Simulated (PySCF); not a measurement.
Species: C2H4Cl2O2Si.
SMILES with atom numbers: `[O:1]=[CH:2][O:3][Si@H:4]([Cl:5])[CH2:6][Cl:7]` (hydrogens: H8 on C2; H9 on Si4; H10, H11 on C6)

The calculation used PBE0-D3(BJ)/def2-SVP geometry optimisation, gas phase (PySCF 2.14.0).

**Question.** List the bond lengths, angles and torsions at this level.

**Answer.** 
| bond | length (Å) | order |
| --- | --- | --- |
| O1=C2 | 1.200 | double |
| C2–O3 | 1.330 | single |
| O3–Si4 | 1.708 | single |
| Si4–Cl5 | 2.048 | single |
| Si4–C6 | 1.873 | single |
| C6–Cl7 | 1.785 | single |
| C2–H8 | 1.109 | single |
| Si4–H9 | 1.482 | single |
| C6–H10 | 1.100 | single |
| C6–H11 | 1.100 | single |

Orders are formal, as drawn. A selection of angles:
| angle | degrees |
| --- | --- |
| O1–C2–O3 | 124.1 |
| O1–C2–H8 | 124.6 |
| O3–C2–H8 | 111.3 |
| C2–O3–Si4 | 119.1 |
| O3–Si4–Cl5 | 103.6 |
| O3–Si4–C6 | 110.3 |
| O3–Si4–H9 | 110.1 |
| Cl5–Si4–C6 | 110.3 |
| Cl5–Si4–H9 | 109.2 |
| C6–Si4–H9 | 112.9 |
| Si4–C6–Cl7 | 110.1 |
| Si4–C6–H10 | 111.2 |
| Si4–C6–H11 | 109.4 |
| Cl7–C6–H10 | 108.7 |
| Cl7–C6–H11 | 108.3 |
| H10–C6–H11 | 109.0 |

Dihedral angles: O1–C2–O3–Si4 2° (synperiplanar); C2–O3–Si4–Cl5 175° (antiperiplanar); O3–Si4–C6–Cl7 48° (synclinal).

The C–O distances run from 1.200 Å (O1=C2, drawn double) to 1.330 Å (C2–O3, drawn single), a spread of 0.130 Å. Of the pairs four or more bonds apart, O1···H11 is among the closest relative to their van der Waals radii: 2.66 Å, 98 % of the sum of Bondi's values. Si4 (chlorine-bound silicon) is distorted tetrahedral (angles from 103.6° to 112.9°).

Point group: C1 (no symmetry element, even within 0.4 Å). PBE0-D3(BJ)/def2-SVP frequencies: not computed here. One conformer, not necessarily the lowest.

Time: 74 s of wall time; peak memory 0.55 GiB. Hardware: one thread of an Arm Neoverse V1, on a shared host. This is the geometry optimisation.
